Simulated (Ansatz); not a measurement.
CH6BFGeSi can be A, `[CH3][GeH]1[SiH2][B]1F`, or B, `[F][GeH]1[CH2][B]1[SiH3]`.

Gas-phase electronic energies from Ansatz, PBE0-D4/def2-TZVP geometries. CBS: MP2 limit from def2 TZ/QZ plus the TZ coupled-cluster correction, frozen cores. Functionals use def2-TZVPP. B3LYP here is the variant with VWN-RPA as its local correlation; programs differ in this. For Ge outer-core shells are correlated without core-valence functions, which leaves a few kJ/mol of doubt a bond. Scalar relativity is left out up to krypton.

Problem. Which is lower in electronic energy at CCSD(T)/CBS, and by how much? (Estimate.)

Solution. Computed: A, by 43.2 kJ/mol.

Problem. Give E(B) − E(A) in kJ/mol with MP2/def2-TZVPP, CCSD(T)/def2-SVP, B3LYP-D4, PBE-D4, HF/def2-TZVPP, ωB97M-V, CCSD/def2-TZVPP. (Best estimate.)

Solution. Ansatz gave: MP2/def2-TZVPP 38.7, CCSD(T)/def2-SVP 46.0, B3LYP-D4 35.2, PBE-D4 49.0, HF/def2-TZVPP 35.5, ωB97M-V 40.5, CCSD/def2-TZVPP 44.6. None reverses the order clearly.

Problem. Does the order hold for the free energy at 298.15 K (harmonic terms from PBE0-D4)? (An estimate is asked.)

Solution. Computed: Yes: G(B) − G(A) = +33.8 kJ/mol.

Largest T1 diagnostic: 0.014.

From r2SCAN to r2SCAN0 (25 % exact exchange), in def2-TZVPP and without D4, E(B) − E(A) moves by +4.8 kJ/mol. In def2-TZVPP, CCSD(T) changes the Hartree–Fock value by +8.1 kJ/mol (the triples alone add −1.0 kJ/mol) and MP2 by +3.2 kJ/mol.
